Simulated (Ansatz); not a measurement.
Consider the redistribution: `OBN[SiH3]` + `F[BH][AlH][F]` → `O[BH][AlH][F]` + `FBN[SiH3]`.

Program: Ansatz. Geometries: PBE0-D4/def2-TZVP. ΔE: electronic, gas phase. CBS: MP2 limit from def2 TZ/QZ plus the TZ coupled-cluster correction, frozen cores. DFT in def2-TZVPP. Each species was taken in one conformer, which may not be the lowest.

| level | ΔE (kcal/mol) |
| --- | --- |
| r2SCAN-D4 | -5.0 |
| BLYP | -5.3 |
| LC-ωPBE | -4.9 |
| HF/def2-SVP | -5.2 |

(1) What does CCSD(T)/CBS give? (An estimate is asked.)

(2) What do rigid-rotor, harmonic-oscillator terms from PBE0-D4/def2-TZVP frequencies (298.15 K, 1 bar) make of the CCSD(T)/CBS value? (An estimate is asked.)

Largest T1 diagnostic among the species: 0.014.

## Answers

(1) Ansatz gave: -4.9 kcal/mol. The listed levels differ from it by -0.1, -0.4, 0.0, -0.3 kcal/mol.

(2) Ansatz gave: ΔZPE = +0.3 kcal/mol, ΔH = -4.6 kcal/mol, ΔS = 3 J/(mol·K), ΔG = -4.8 kcal/mol. Modes under 50 cm⁻¹ make the entropy rough.

Leaving LDA and LC-ωPBE aside and taking each functional with its dispersion term where it has one, the values, not all of them listed here, spread over 0.5 kcal/mol, from PBE-D4 to BHLYP-D4. At CCSD(T), def2-SVP lies −1.2 kcal/mol from the extrapolated value and def2-TZVPP −0.1 kcal/mol.
